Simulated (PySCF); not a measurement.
Species: C2H7FGeO.
SMILES with atom numbers: `[CH3:1][O:2][Ge@H:3]([CH3:4])[F:5]` (hydrogens: H6, H7, H8 on C1; H9 on Ge3; H10, H11, H12 on C4)

Computed by this run: PBE0-D3(BJ)/def2-SVP geometry optimisation, gas phase (PySCF 2.14.0); density fitting, grid level 1; the optimiser is geomeTRIC in internal coordinates, started from a GFN2-xTB structure with every atom displaced at random (about 0.01 Å).

The end geometry, which sets the zero of energy:
```
atom  x, y, z in Å
C1      1.8264   -0.5317   -1.0554
O2      0.4537   -0.5430   -0.7659
Ge3    -0.1867    0.3679    0.6034
C4     -2.0883    0.0927    0.6258
F5      0.1448    2.0532    0.2807
H6      2.4486   -0.7779   -0.1731
H7      2.0277   -1.2901   -1.8279
H8      2.1602    0.4477   -1.4423
H9      0.6231    0.0437    1.8713
H10    -2.5596    0.7212    1.3939
H11    -2.5019    0.3512   -0.3588
H12    -2.3083   -0.9631    0.8387
```

Task: These geometries come from the run, each turned onto the end geometry. Order them by energy, lowest first.
A.
```
atom  x, y, z in Å
C1      1.5607   -0.7335   -0.9663
O2      0.8446    0.4721   -0.9377
Ge3    -0.0821    0.8970    0.5110
C4     -1.7531   -0.0623    0.5741
F5     -0.4276    2.5807    0.2679
H6      0.9007   -1.6144   -1.0830
H7      2.2429   -0.7142   -1.8305
H8      2.1804   -0.8886   -0.0612
H9      0.8143    0.7961    1.7595
H10    -2.3514    0.2556    1.4404
H11    -2.3237    0.1265   -0.3457
H12    -1.5659   -1.1433    0.6618
```
B.
```
atom  x, y, z in Å
C1      1.8278   -0.5909   -1.0219
O2      0.4532   -0.5185   -0.7404
Ge3    -0.1994    0.4866    0.5578
C4     -2.0739    0.0738    0.6414
F5      0.0415    2.1569    0.1073
H6      2.3434   -1.3125   -0.3612
H7      1.9560   -0.9368   -2.0598
H8      2.3388    0.3833   -0.9272
H9      0.6443    0.3158    1.8338
H10    -2.5982    0.6943    1.3797
H11    -2.5331    0.2047   -0.3479
H12    -2.1609   -0.9849    0.9288
```
C.
```
atom  x, y, z in Å
C1      1.8255   -0.5474   -1.0429
O2      0.4756   -0.6248   -0.6688
Ge3    -0.1828    0.3827    0.6209
C4     -2.0803    0.0819    0.6258
F5      0.1460    2.0341    0.1490
H6      2.4858   -1.0644   -0.3214
H7      1.9458   -1.0405   -2.0203
H8      2.1774    0.4946   -1.1475
H9      0.5956    0.1922    1.9343
H10    -2.5822    0.7767    1.3137
H11    -2.4675    0.2359   -0.3908
H12    -2.2992   -0.9491    0.9383
```
D.
```
atom  x, y, z in Å
C1      1.8356   -0.5386   -1.0447
O2      0.4750   -0.6128   -0.7095
Ge3    -0.1891    0.3593    0.6045
C4     -2.0922    0.0872    0.6351
F5      0.1341    2.0194    0.1645
H6      2.4846   -0.9729   -0.2603
H7      1.9979   -1.1124   -1.9704
H8      2.1649    0.5001   -1.2260
H9      0.6084    0.1274    1.9008
H10    -2.5616    0.7812    1.3460
H11    -2.4875    0.2801   -0.3721
H12    -2.3304   -0.9462    0.9225
```
E.
```
atom  x, y, z in Å
C1      1.7846   -0.5550   -1.0287
O2      0.4225   -0.6575   -0.6522
Ge3    -0.1741    0.4443    0.6037
C4     -2.0569    0.0937    0.5911
F5      0.2813    2.0802    0.1722
H6      2.4284   -1.1360   -0.3457
H7      1.8955   -0.9776   -2.0393
H8      2.1533    0.4842   -1.0610
H9      0.5705    0.2605    1.9358
H10    -2.6227    0.7245    1.2904
H11    -2.5016    0.1610   -0.4101
H12    -2.1411   -0.9504    0.9343
```

Result: D (0.005 eV), C (0.009 eV), B (0.026 eV), E (0.071 eV), A (0.129 eV).

In the order of the answer:

```tsv
step	E above end (eV)	largest force (eV/Å)	rms force component (eV/Å)	rms distance from end (Å)	rms bond change (Å)	bond most changed (Å)
24	0.005	0.06	0.016	0.129	0.000	Ge3–C4 +0.001
22	0.009	0.06	0.016	0.182	0.001	C1–H6 -0.001
19	0.026	0.11	0.039	0.292	0.001	C1–O2 +0.002
17	0.071	0.74	0.165	0.238	0.006	C1–O2 +0.014
9	0.129	0.18	0.045	0.998	0.005	Ge3–F5 -0.012
```

What follows is the cost of the whole optimisation. Time: 3.0 min wall; peak memory 0.51 GiB. Hardware: Arm Neoverse V2, one thread, shared host with 96 logical CPUs at a one-minute load of 95.
